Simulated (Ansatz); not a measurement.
Two members of one family (Series BCl2X), computed with Ansatz in the gas phase. The two geometries come from different levels. Binding counts from free atoms in the multiplicity of their measured ground term, without zero-point energy. The structures are stationary points that may keep the symmetry of their start.

First: BCl2(vinyl) (singlet, charge 0, PBE-D4/def2-SVP geometry).

```tsv
atom	x (Å)	y (Å)	z (Å)
B1	-0.472	-1.058	-0.436
Cl2	-0.057	-2.362	-1.550
Cl3	-2.026	-1.143	0.402
C4	0.513	0.117	-0.216
C5	0.266	1.154	0.618
H6	1.468	0.104	-0.771
H7	-0.676	1.208	1.192
H8	0.983	1.980	0.760
```

| level | HOMO (eV) | LUMO (eV) | gap (eV) | binding per atom (eV) |
| --- | --- | --- | --- | --- |
| PBE-D4/def2-SVP | -7.22 | -2.94 | 4.28 | 4.36 |
| B97M-V/def2-TZVP | -7.58 | -2.89 | 4.69 | 4.21 |
| B3LYP-D4/6-31G | -8.18 | -2.36 | 5.83 | 4.01 |
| PBE0-D4/def2-TZVP | -8.48 | -2.27 | 6.21 | 4.23 |
| HSE06-D4/def2-TZVP | -8.08 | -2.65 | 5.43 | 4.23 |

Second: BCl2(SMe) (singlet, charge 0, PBE0-D4/def2-SVP geometry).

```xyz
8

B     0.816   -0.641   -1.120
Cl   -0.477    0.021   -2.106
Cl    2.119   -1.531   -1.884
S     0.877   -0.451    0.651
C    -0.613    0.506    1.041
H    -0.598    1.478    0.532
H    -0.603    0.662    2.128
H    -1.520   -0.044    0.759
```

Q: Estimate how these quantities change from the first to the second (second minus first).

A: 
| level | Δ HOMO (eV) | Δ LUMO (eV) | Δ gap (eV) | Δ binding per atom (eV) |
| --- | --- | --- | --- | --- |
| PBE-D4/def2-SVP | 0.81 | 1.28 | 0.47 | -0.45 |
| B97M-V/def2-TZVP | 0.67 | 1.24 | 0.57 | -0.40 |
| B3LYP-D4/6-31G | 0.52 | 1.04 | 0.52 | -0.52 |
| PBE0-D4/def2-TZVP | 0.73 | 1.13 | 0.40 | -0.42 |
| HSE06-D4/def2-TZVP | 0.73 | 1.13 | 0.40 | -0.42 |
